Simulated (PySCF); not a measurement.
BrClMg, singlet, geometry from GFN2-xTB (such geometries of metal compounds can be far from the true shape); PBE0/aug-cc-pVDZ, polarisability run with PySCF.

The PySCF input:
```python
from pyscf import gto, scf, dft
from pyscf.prop import polarizability

mol = gto.M(
    atom='''
Mg    0.872603   -0.221741   -0.222965
Cl    1.729329    0.910783   -1.816507
Br   -1.139138   -0.366355    0.958748
''',
    basis='aug-cc-pvdz',
    charge=0,
    spin=0,
    verbose=4,
)

mf = dft.RKS(mol)
mf.xc = 'pbe0'
mf.kernel()
alpha = mf.Polarizability().polarizability()[2, 2]
print('alpha_zz =', alpha)
```

The log (banner, timings and long lists left out):

```
site-packages/pyscf/prop/efg/rhf.py:45: UserWarning: Module EFG is under testing
  warnings.warn('Module EFG is under testing')
site-packages/pyscf/prop/efg/dhf.py:30: UserWarning: Module EFG is under testing
  warnings.warn('Module EFG is under testing')
site-packages/pyscf/prop/zfs/uhf.py:40: UserWarning: Module ZFS is under testing
  warnings.warn('Module ZFS is under testing')
site-packages/pyscf/prop/gtensor/uhf.py:43: UserWarning: Module g-tensor is under testing
  warnings.warn('Module g-tensor is under testing')
site-packages/pyscf/prop/gtensor/uks.py:41: UserWarning: Module g-tensor is under testing
  warnings.warn('Module g-tensor is under testing')
site-packages/pyscf/prop/hfc/uks.py:35: UserWarning: Module HFC is under testing
  warnings.warn('Module HFC is under testing')
site-packages/pyscf/prop/magnetizability/rhf.py:39: UserWarning: Module magnetizability is under testing
  warnings.warn('Module magnetizability is under testing')
site-packages/pyscf/prop/magnetizability/uhf.py:37: UserWarning: Module magnetizability is under testing
  warnings.warn('Module magnetizability is under testing')
site-packages/pyscf/prop/magnetizability/rks.py:37: UserWarning: Module magnetizability is under testing
  warnings.warn('Module magnetizability is under testing')
site-packages/pyscf/prop/magnetizability/uks.py:39: UserWarning: Module magnetizability is under testing
  warnings.warn('Module magnetizability is under testing')
site-packages/pyscf/prop/polarizability/uhf.py:34: UserWarning: Module polarizability is under testing
  warnings.warn('Module polarizability is under testing')
site-packages/pyscf/prop/polarizability/rks.py:29: UserWarning: Module polarizability is under testing
  warnings.warn('Module polarizability is under testing')
site-packages/pyscf/prop/polarizability/uks.py:29: UserWarning: Module polarizability is under testing
  warnings.warn('Module polarizability is under testing')
PySCF version 2.14.0

[INPUT] verbose = 4
[INPUT] num. atoms = 3
[INPUT] num. electrons = 64
[INPUT] charge = 0
[INPUT] spin (= nelec alpha-beta = 2S) = 0
[INPUT] symmetry False subgroup None
[INPUT] Mole.unit = angstrom
[INPUT] Symbol           X                Y                Z      unit          X                Y                Z       unit  Magmom
[INPUT]  1 Mg     0.872603000000  -0.221741000000  -0.222965000000 AA    1.648980685474  -0.419029760587  -0.421342785364 Bohr   0.0
[INPUT]  2 Cl     1.729329000000   0.910783000000  -1.816507000000 AA    3.267958189268   1.721130428910  -3.432700733355 Bohr   0.0
[INPUT]  3 Br    -1.139138000000  -0.366355000000   0.958748000000 AA   -2.152658838085  -0.692310614365   1.811771142475 Bohr   0.0

nuclear repulsion = 220.787610804966
number of shells = 25
number of NR pGTOs = 186
number of NR cGTOs = 90
basis = aug-cc-pvdz
ecp = {}

******** <class 'pyscf.dft.rks.RKS'> ********
method = RKS
initial guess = minao
damping factor = 0
level_shift factor = 0
DIIS = <class 'pyscf.scf.diis.CDIIS'>
diis_start_cycle = 1
diis_space = 8
diis_damp = 0
SCF conv_tol = 1e-09
SCF conv_tol_grad = None
SCF max_cycles = 50
direct_scf = True
direct_scf_tol = 1e-13
XC library pyscf.dft.libxc version 7.1.2
    S. Lehtola, C. Steigemann, M. J. T. Oliveira, and M. A. L. Marques,  SoftwareX 7, 1–5 (2018)
XC functionals = pbe0
    C. Adamo and V. Barone,  J. Chem. Phys. 110, 6158 (1999)
    M. Ernzerhof and G. E. Scuseria,  J. Chem. Phys. 110, 5029 (1999)
radial grids:
    Treutler-Ahlrichs [JCP 102, 346 (1995); DOI:10.1063/1.469408] (M4) radial grids

becke partition: Becke, JCP 88, 2547 (1988); DOI:10.1063/1.454033
pruning grids: <function nwchem_prune>
grids dens level: 3
symmetrized grids: False
atomic radii adjust function: <function treutler_atomic_radii_adjust>
small_rho_cutoff = 0
Set gradient conv threshold to 3.16228e-05
Initial guess from minao.
tot grids = 57888
init E= -3233.05950166404
  HOMO = -0.34988259683381  LUMO = -0.108871343195181  gap/eV = 6.55825
cycle= 1 E= -3233.96249132947  delta_E= -0.903  |g|= 0.33  |ddm|= 1.61
  HOMO = -0.265822245672233  LUMO = -0.105286681578623  gap/eV = 4.36840
cycle= 2 E= -3233.95357145212  delta_E= 0.00892  |g|= 0.397  |ddm|=    1
  HOMO = -0.301959495892895  LUMO = -0.0935188385123975  gap/eV = 5.67196
cycle= 3 E= -3234.00532290021  delta_E= -0.0518  |g|= 0.0156  |ddm|= 0.459
  HOMO = -0.306645077097116  LUMO = -0.0941772611758913  gap/eV = 5.78154
cycle= 4 E= -3234.00538854696  delta_E= -6.56e-05  |g|= 0.00768  |ddm|= 0.0249
  HOMO = -0.305577031004227  LUMO = -0.093065204076173  gap/eV = 5.78274
cycle= 5 E= -3234.00540738332  delta_E= -1.88e-05  |g|= 0.00065  |ddm|= 0.00832
  HOMO = -0.305570870621391  LUMO = -0.0930011204744241  gap/eV = 5.78432
cycle= 6 E= -3234.0054075515  delta_E= -1.68e-07  |g|= 0.000135  |ddm|= 0.00185
  HOMO = -0.305550583143285  LUMO = -0.0930108393550211  gap/eV = 5.78350
cycle= 7 E= -3234.00540755702  delta_E= -5.51e-09  |g|= 7.02e-05  |ddm|= 0.000294
  HOMO = -0.305561995440653  LUMO = -0.0930092524875934  gap/eV = 5.78385
cycle= 8 E= -3234.00540755875  delta_E= -1.73e-09  |g|= 9.66e-06  |ddm|= 9.18e-05
  HOMO = -0.305560165423559  LUMO = -0.0930097645681127  gap/eV = 5.78379
cycle= 9 E= -3234.00540755878  delta_E= -2.73e-11  |g|= 3.72e-06  |ddm|= 1.65e-05
  HOMO = -0.30556085261162  LUMO = -0.093009893518804  gap/eV = 5.78381
Extra cycle  E= -3234.00540755877  delta_E= 5e-12  |g|= 3.36e-06  |ddm|= 7.47e-06
converged SCF energy = -3234.00540755877
Isotropic polarizability 56.2499005275
Polarizability anisotropy 8.74607402867
alpha_zz = 56.91871976131411
```
